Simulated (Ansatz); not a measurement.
Consider the isomerisation: `C[O][GeH]` → `O=[CH][GeH3]`.

Program: Ansatz. Geometries: PBE0-D4/def2-TZVP. ΔE: electronic, gas phase. CBS: MP2 limit from def2 TZ/QZ plus the TZ coupled-cluster correction, frozen cores. DFT in def2-TZVPP. For Ge outer-core shells are correlated without core-valence functions, which leaves a few kJ/mol of doubt a bond. Scalar relativity is left out up to krypton.

```tsv
level	ΔE (kJ/mol)	difference from CCSD(T)/CBS
PBE0-D4	55.6	-2.3
r2SCAN	48.9	-9.0
r2SCANh	50.2	-7.7
CCSD/def2-SVP	45.0	-12.9
CCSD(T)/def2-SVP	41.9	-16.0
HF/def2-TZVPP	50.4	-7.5
SCS-MP2/def2-TZVPP	47.4	-10.5
CCSD(T)/def2-TZVPP	45.9	-12.0
HF/def2-QZVPP	51.3	-6.6
SCS-MP2/def2-QZVPP	53.1	-4.8
CCSD(T)/CBS	57.9	0
```

Task: What do rigid-rotor, harmonic-oscillator terms from PBE0-D4/def2-TZVP frequencies (298.15 K, 1 bar) make of the CCSD(T)/CBS value? (Estimate.)

Result: Computed: ΔZPE = -19.6 kJ/mol, ΔH = +39.4 kJ/mol, ΔS = 10 J/(mol·K), ΔG = +36.4 kJ/mol.

Largest T1 diagnostic among the species: 0.016.

In def2-TZVPP, CCSD(T) changes the Hartree–Fock value by −4.4 kJ/mol (the triples alone add −2.1 kJ/mol) and MP2 by −3.7 kJ/mol. Leaving LDA and LC-ωPBE aside and taking each functional with its dispersion term where it has one, the values, not all of them listed here, spread over 17.9 kJ/mol, from r2SCAN-D4 to BLYP-D4. LDA lies +5.1 kJ/mol from PBE without D4.
